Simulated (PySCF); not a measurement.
**How exact exchange moves a shielding**

Molecule: `InChI=1S/F4Si/c1-5(2,3)4`.

Molfile (atoms numbered from 1):
```
F4Si
     RDKit          3D

  5  4  0  0  0  0  0  0  0  0999 V2000
    1.5654   -0.2784    0.2142 F   0  0  0  0  0  0  0  0  0  0  0  0
    0.0182   -0.0215   -0.0191 Si  0  0  0  0  0  4  0  0  0  0  0  0
   -0.2307    1.5295   -0.2362 F   0  0  0  0  0  0  0  0  0  0  0  0
   -0.7980   -0.5154    1.2475 F   0  0  0  0  0  0  0  0  0  0  0  0
   -0.4628   -0.8190   -1.3029 F   0  0  0  0  0  0  0  0  0  0  0  0
  1  2  1  0
  2  3  1  0
  2  4  1  0
  2  5  1  0
M  END
```

GIAO shieldings (ppm, equivalent atoms averaged) in PySCF 2.14.0 with density-fitted response routines on the PBE0-D3(BJ)/def2-SVP geometry, basis pcSseg-2, gas phase, non-relativistic:

```csv
functional,exact exchange (%),σ(F1/F3/F4/F5),σ(Si2)
BLYP,0,332.2,428.5
BP86,0,330.3,431.2
PBE,0,330.0,430.9
B3LYP,20,341.5,443.4
mPW1PW91,25,342.8,450.3
BHandHLYP,50,354.1,465.8
HF,100,373.3,504.4
```

Question: Fit each shielding as a line in the percentage of exact exchange.

Answer: σ(F1/F3/F4/F5) = 331.5 + 0.43 x (rms 1.1 ppm); σ(Si2) = 430.1 + 0.74 x (rms 1.3 ppm). The functionals also differ in their semilocal parts, which the line can't hold; Hartree–Fock has no correlation at all.

Question: What does the line predict for PBE0 (25 %), and what does the run give?

Answer: σ(F1/F3/F4/F5): 342.2 predicted, 342.4 computed; σ(Si2): 448.6 predicted, 450.1 computed ppm.
